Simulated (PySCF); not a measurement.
## Cu³⁺: ionisation energy

Cu³⁺ [Ar] 3d8 [3d3/2^4 3d5/2^4, M_J = 4] → Cu⁴⁺ [Ar] 3d7 [3d3/2^4 3d5/2^3, M_J = 9/2], as a difference of total energies. Calculation: PySCF 2.14, in x2c-TZVPall-2c (6s7p4d1f, 54 functions); the two-component X2C-1e Hamiltonian. Correlated levels: [Ne] frozen; the 6 highest virtual spinors dropped. "Screened" scales the spin-orbit matrix elements by Boettger's factors to mimic the two-electron term; Breit and QED terms are absent.

```tsv
method	ionisation energy (eV)
GHF (spin-free)	55.029
GMP2 (spin-free)	57.104
GHF (screened spin-orbit)	55.004
GMP2 (screened spin-orbit)	57.080
```

**Question.** How much does correlation contribute at GMP2 (screened spin-orbit)?

**Answer.** 57.080 − (55.004) = 2.076 eV, measured against GHF (screened spin-orbit).

Errors of the correlated levels include the incompleteness of this basis and the frozen core.

The labels give the starting determinants; with spin-orbit coupling the two ends relaxed to ⟨J²⟩ = 20.00, ⟨L²⟩ = 12.01, ⟨S²⟩ = 2.00 and ⟨J²⟩ = 24.75, ⟨L²⟩ = 12.04, ⟨S²⟩ = 3.74.

For comparison: 57.38 ± 0.05 eV (semi-empirical (NIST evaluation); NIST Atomic Spectra Database, ionization energies).
